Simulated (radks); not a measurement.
Values are calculated unless marked as measured or tabulated.
Question: Species: neutral lead. Configuration: [Xe] 4f13.5 5d10 6s2 6p2.5 (fractional occupations, a model configuration). Code: a radial shooting solver on a logarithmic mesh with Libxc functionals. Model: scalar-relativistic Kohn-Sham, PBE, spin-polarised, spherical densities, finite nucleus; open shells are filled with parallel spins first (spin-orbit coupling, left out, can overturn this in heavy ions); Fermi nuclear charge, rms radius 5.5012 fm. Some entries of the table are withheld. Estimate them.

| orbital | occ. | eigenvalue (eV) | <r> (bohr) | <r^2> (bohr^2) |
|---|---|---|---|---|
| 1s up | 1 | -88083.88 | 0.01606 | 0.0003575 |
| 1s down | 1 | -88083.86 | 0.01606 | 0.0003575 |
| 2s up | 1 | -15765.05 | 0.06762 | 0.005423 |
| 2s down | 1 | -15765.03 | 0.06762 | 0.005423 |
| 2p up | 3 | -13530.06 | 0.06144 | 0.004618 |
| 2p down | 3 | -13530.04 | 0.06144 | 0.004618 |
| 3s up | 1 | -3793.860 | 0.1746 | 0.03487 |
| 3s down | 1 | -3793.421 | 0.1746 | 0.03486 |
| 3p up | 3 | -3152.616 | 0.1765 | 0.03612 |
| 3p down | 3 | -3152.165 | 0.1765 | 0.03612 |
| 3d up | 5 | -2496.872 | 0.1599 | 0.02993 |
| 3d down | 5 | -2496.524 | 0.1599 | 0.02992 |
| 4s up | 1 | -866.6770 | 0.3839 | 0.1662 |
| 4s down | 1 | -865.9617 | 0.3839 | 0.1662 |
| 4p up | 3 | -656.0518 | 0.4093 | 0.1902 |
| 4p down | 3 | -655.3663 | 0.4093 | 0.1903 |
| 4d up | 5 | -411.9063 | 0.4297 | 0.2130 |
| 4d down | 5 | -411.2350 | 0.4298 | 0.2131 |
| 5s up | 1 | -149.0330 | 0.8479 | 0.8053 |
| 5s down | 1 | -148.7521 | 0.8484 | 0.8061 |
| 4f up | 7 | -142.5843 | 0.4500 | 0.2419 |
| 4f down | 6.5 | -141.8872 | 0.4503 | 0.2423 |
| 5p up | 3 | -90.0291 | 0.9677 | 1.056 |
| 5p down | 3 | -89.8171 | 0.9677 | 1.056 |
| 5d up | 5 | -24.1110 | 1.277 | 1.898 |
| 5d down | 5 | -23.7908 | 1.267 | 1.862 |
| 6s up | 1 | -13.5567 | (1) | 5.821 |
| 6s down | 1 | -12.2544 | (2) | 5.692 |
| 6p up | 2.5 | -4.5647 | 3.167 | 11.61 |
| 6p down | 0 | -3.0376 | 3.217 | 12.09 |

Answer: 
(1) 6s up <r> (bohr): 2.266
(2) 6s down <r> (bohr): 2.239
